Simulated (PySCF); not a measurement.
C₂H₇BFN. Atoms are numbered in the order given.

```xyz
12

B     -0.1241     0.3871     0.4197
F     -1.3066    -0.1649     0.7814
C      0.4215     0.1110    -1.0386
C      0.3732    -1.3737    -1.4262
H      1.4434     0.5103    -1.1584
H     -0.2126     0.6904    -1.7362
H     -0.6473    -1.7748    -1.3230
H      1.0291    -1.9788    -0.7784
H      0.6951    -1.5383    -2.4671
N      0.5333     1.1777     1.3749
H      0.1480     1.3488     2.2957
H      1.4236     1.6231     1.2009
```

Geometry: ωB97X-D3(BJ)/def2-SVP. Other conformers were not sampled.

Computed with TDDFT-PBE/def2-SVPD (PySCF).

Vertical excitations. 

```
state  energy (eV)  λ (nm)      f                                                                  main pairs
-----  -----------  ------  -----  --------------------------------------------------------------------------
S1            6.63     187  0.029                                                              HOMO→LUMO 98 %
S2            6.92     179  0.013                                                            HOMO−1→LUMO 99 %
S3            7.45     166  0.025                      HOMO→LUMO+1 50 %, HOMO→LUMO+2 27 %, HOMO−1→LUMO+1 20 %
S4            7.52     165  0.039                                        HOMO−1→LUMO+1 76 %, HOMO→LUMO+2 12 %
S5            7.75     160  0.003                                                            HOMO−2→LUMO 99 %
S6            8.00     155  0.011                                                            HOMO→LUMO+3 88 %
S7            8.11     153  0.005                                                          HOMO−1→LUMO+2 78 %
S8            8.19     151  0.078  HOMO−2→LUMO+1 30 %, HOMO→LUMO+2 23 %, HOMO−1→LUMO+2 19 %, HOMO→LUMO+1 12 %
S9            8.29     150  0.046                                        HOMO−2→LUMO+1 57 %, HOMO→LUMO+2 10 %
S10           8.32     149  0.003                                                            HOMO→LUMO+4 89 %
T1            6.36     195      0                                            HOMO→LUMO 83 %, HOMO→LUMO+1 14 %
T2            6.51     190      0                                            HOMO→LUMO+1 81 %, HOMO→LUMO 16 %
T3            6.79     183      0                                                            HOMO−1→LUMO 92 %
T4            7.03     176      0                                                          HOMO−1→LUMO+1 90 %
```
Triplets are in the Tamm–Dancoff approximation, which puts them higher than full response would, so one can lie above its singlet here.
